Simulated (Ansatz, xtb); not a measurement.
**Two structures of H7NSiSn**

Structure X is a singlet given by its coordinates and structure Y is `N[SiH2][SnH3]`, a singlet. Both are isolated molecules in the gas phase, relaxed with B3LYP-D3(BJ)/def2-SVP; the shapes shown needn't be the lowest conformers.

X (Å):

```xyz
10

N    -0.1658    0.1878    0.0948
Si    0.1273    0.2285   -1.6673
Sn    1.6657   -0.8741    1.4057
H     0.3115   -1.6838    2.2692
H    -0.9991    0.8823   -2.3948
H    -0.9790   -0.3567    0.3872
H     1.5009    0.5841    2.4459
H     1.3783    0.9998   -1.8718
H    -0.2394    1.1021    0.5442
H     0.2641   -1.1820   -2.1072
```

Close contacts (Å): N1–Si2 1.79, N1–Sn3 2.49, N1–H6 1.02, N1–H9 1.02, Si2–H5 1.49, Si2–H8 1.48, Si2–H10 1.48, Sn3–H4 1.80, Sn3–H7 1.80.

Y (Å):

```yaml
atoms:
  - { symbol: N, position_ang: [-1.1194, 2.0730, -0.3693] }
  - { symbol: Si, position_ang: [-1.2563, 0.7500, 0.7569] }
  - { symbol: Sn, position_ang: [0.8075, 0.4584, 2.3164] }
  - { symbol: H, position_ang: [-0.4357, 2.0007, -1.1183] }
  - { symbol: H, position_ang: [-1.1299, 3.0218, -0.0039] }
  - { symbol: H, position_ang: [-1.4380, -0.5054, -0.0284] }
  - { symbol: H, position_ang: [-2.4604, 0.9892, 1.6046] }
  - { symbol: H, position_ang: [2.2402, 0.2002, 1.3869] }
  - { symbol: H, position_ang: [1.0805, 1.8937, 3.2376] }
  - { symbol: H, position_ang: [0.6821, -0.8493, 3.4346] }
```

Quicker runs give these differences E(Y) − E(X): GFN2-xTB +85.5 kJ/mol; HF/STO-3G −195.1 kJ/mol (at GFN2-xTB geometries); r2SCAN-D4/def2-SVP −4.0 kJ/mol (at GFN2-xTB geometries).

Which of the two would you expect CCSD(T)/def2-TZVP electronic energies to favour?

Structure Y; the calculation gives E(Y) − E(X) = −15.5 kJ/mol.

The same difference at several levels:

```json
{"level": "GFN2-xTB", "geometry": "GFN2-xTB", "E(Y) − E(X) (kJ/mol)": "+85.5", "departure from the last row (kJ/mol)": "+101.0", "job, with rough time for the two": "optimisation, 0.34 s"}
{"level": "HF/STO-3G", "geometry": "GFN2-xTB", "E(Y) − E(X) (kJ/mol)": "−195.1", "departure from the last row (kJ/mol)": "−179.5", "job, with rough time for the two": "single point, 1.5 s"}
{"level": "r2SCAN-D4/def2-SVP", "geometry": "GFN2-xTB", "E(Y) − E(X) (kJ/mol)": "−4.0", "departure from the last row (kJ/mol)": "+11.5", "job, with rough time for the two": "single point, 3.5 s"}
{"level": "B3LYP-D3(BJ)/def2-SVP", "geometry": "B3LYP-D3(BJ)/def2-SVP", "E(Y) − E(X) (kJ/mol)": "+11.2", "departure from the last row (kJ/mol)": "+26.7", "job, with rough time for the two": "optimisation, 47 s"}
{"level": "HF/def2-TZVP", "geometry": "B3LYP-D3(BJ)/def2-SVP", "E(Y) − E(X) (kJ/mol)": "−13.0", "departure from the last row (kJ/mol)": "+2.6", "job, with rough time for the two": "part of the CCSD(T) run"}
{"level": "MP2/def2-TZVP", "geometry": "B3LYP-D3(BJ)/def2-SVP", "E(Y) − E(X) (kJ/mol)": "−12.3", "departure from the last row (kJ/mol)": "+3.2", "job, with rough time for the two": "part of the CCSD(T) run"}
{"level": "CCSD(T)/def2-TZVP", "geometry": "B3LYP-D3(BJ)/def2-SVP", "E(Y) − E(X) (kJ/mol)": "−15.5", "departure from the last row (kJ/mol)": "", "job, with rough time for the two": "single point, 88 s"}
```

GFN2-xTB, B3LYP-D3(BJ)/def2-SVP put the two in the other order. The largest departure from CCSD(T)/def2-TZVP is that of HF/STO-3G, 179.5 kJ/mol. A small imaginary or near-zero mode remains, so no thermal terms are given.

The correlated steps freeze 10 core orbitals; the filled d shell of Sn is correlated, in a basis made for valence electrons. Atoms past krypton carry core potentials in the def2 sets, other sets are all-electron and non-relativistic, and no spin–orbit term is included. Programs: Ansatz 0.2.0, xtb 6.7.1; the last row on 2 threads of Intel(R) Xeon(R) Platinum 8375C CPU @ 2.90GHz (Ice Lake) on a shared host.
